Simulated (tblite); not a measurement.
Species: C2H8OSSi.
SMILES with atom numbers: `[CH3:1][Si:2]([CH3:3])([OH:4])[SH:5]` (hydrogens: H6, H7, H8 on C1; H9, H10, H11 on C3; H12 on O4; H13 on S5)

Computed with GFN2-xTB (tblite), gas phase: L-BFGS steps from a force-field or distance-geometry start until the largest atomic force falls under 0.01 eV/Å.

Step 2: E = -475.0605 eV
```
atom  x, y, z in Å  |  force x, y, z in eV/Å
C1     -1.4770   -0.5834   -0.3876    0.028  -0.013   0.044
Si2     0.0832    0.3732    0.0808    0.008  -0.048  -0.081
C3      1.5702   -0.7851    0.0739    0.026   0.046   0.046
O4     -0.0923    1.1524    1.5030   -0.025   0.023   0.061
S5      0.3967    1.8834   -1.4113    0.074   0.230  -0.057
H6     -2.3279    0.0847   -0.4332   -0.171  -0.044  -0.043
H7     -1.6810   -1.3517    0.3480   -0.135  -0.110  -0.010
H8     -1.3573   -1.0570   -1.3555   -0.105  -0.026   0.002
H9      1.4508   -1.5605    0.8237    0.068  -0.063  -0.018
H10     2.4719   -0.2270    0.3013    0.124  -0.096  -0.041
H11     1.6859   -1.2594   -0.8938    0.098  -0.013   0.037
H12    -0.1839    0.6317    2.2973   -0.003   0.112   0.050
H13    -0.5437    2.6993   -0.9643    0.012   0.001   0.007
```

Step 3: E = -475.0648 eV
```
atom  x, y, z in Å  |  force x, y, z in eV/Å
C1     -1.4785   -0.5841   -0.3868    0.019  -0.003   0.039
Si2     0.0839    0.3740    0.0822   -0.001  -0.058  -0.201
C3      1.5717   -0.7849    0.0750    0.013   0.037   0.028
O4     -0.0928    1.1514    1.5028   -0.022   0.097   0.049
S5      0.3978    1.8912   -1.4131    0.131   0.078  -0.015
H6     -2.3317    0.0830   -0.4344   -0.132  -0.058  -0.030
H7     -1.6845   -1.3546    0.3477   -0.116  -0.075  -0.026
H8     -1.3601   -1.0577   -1.3554   -0.093  -0.018   0.017
H9      1.4526   -1.5619    0.8229    0.062  -0.057  -0.005
H10     2.4749   -0.2297    0.3001    0.132  -0.074  -0.023
H11     1.6886   -1.2595   -0.8922    0.084  -0.013   0.021
H12    -0.1839    0.6350    2.2981   -0.009   0.070   0.105
H13    -0.5423    2.6984   -0.9646   -0.067   0.074   0.042
```

Step 4: E = -475.0717 eV
```
atom  x, y, z in Å  |  force x, y, z in eV/Å
C1     -1.4820   -0.5856   -0.3846   -0.028  -0.004   0.006
Si2     0.0851    0.3750    0.0807   -0.022  -0.026  -0.248
C3      1.5749   -0.7841    0.0772    0.025   0.005  -0.005
O4     -0.0940    1.1519    1.5022   -0.020   0.090   0.044
S5      0.4030    1.9062   -1.4165    0.160  -0.118   0.076
H6     -2.3407    0.0782   -0.4370   -0.049  -0.077   0.001
H7     -1.6933   -1.3612    0.3463   -0.068   0.000  -0.050
H8     -1.3672   -1.0594   -1.3548   -0.067  -0.006   0.038
H9      1.4573   -1.5654    0.8213    0.045  -0.028   0.009
H10     2.4834   -0.2361    0.2975    0.111  -0.037   0.011
H11     1.6952   -1.2599   -0.8887    0.052  -0.015  -0.012
H12    -0.1842    0.6421    2.3026   -0.003   0.072   0.061
H13    -0.5418    2.6987   -0.9639   -0.137   0.143   0.069
```

Task: Estimate the geometry and energy of step 5. (The exact step hangs on the optimiser's Hessian estimate; all steps are aligned on step 4, rigid shifts and turns removed.)

Result: E = -475.0760 eV, largest force 0.240 eV/Å
```
atom  x, y, z in Å  |  force x, y, z in eV/Å
C1     -1.4857   -0.5869   -0.3830   -0.050  -0.006  -0.020
Si2     0.0856    0.3760    0.0764   -0.030  -0.006  -0.149
C3      1.5782   -0.7836    0.0788    0.036  -0.014  -0.028
O4     -0.0953    1.1532    1.5019   -0.010   0.049  -0.031
S5      0.4095    1.9164   -1.4176    0.099  -0.159   0.150
H6     -2.3485    0.0731   -0.4390   -0.005  -0.068   0.023
H7     -1.7013   -1.3663    0.3444   -0.026   0.045  -0.049
H8     -1.3739   -1.0608   -1.3536   -0.043  -0.007   0.031
H9      1.4618   -1.5686    0.8201    0.029   0.005   0.013
H10     2.4918   -0.2418    0.2957    0.072  -0.012   0.032
H11     1.7013   -1.2605   -0.8862    0.029  -0.018  -0.034
H12    -0.1844    0.6492    2.3068    0.002   0.071   0.016
H13    -0.5433    2.7011   -0.9624   -0.102   0.120   0.047
```

The energy changes by -0.0043 eV. The first-order estimate −F·Δx gives -0.0061 eV and the mean of the old and new forces, exact on a quadratic surface, -0.0043 eV. The step makes an angle of 60° with the force vector and moves no atom by more than 0.012 Å.

The cost below is that of the whole relaxation. Time: 0.62 s. Hardware: one thread, Arm Neoverse N1 (aarch64), no GPU (shared host).
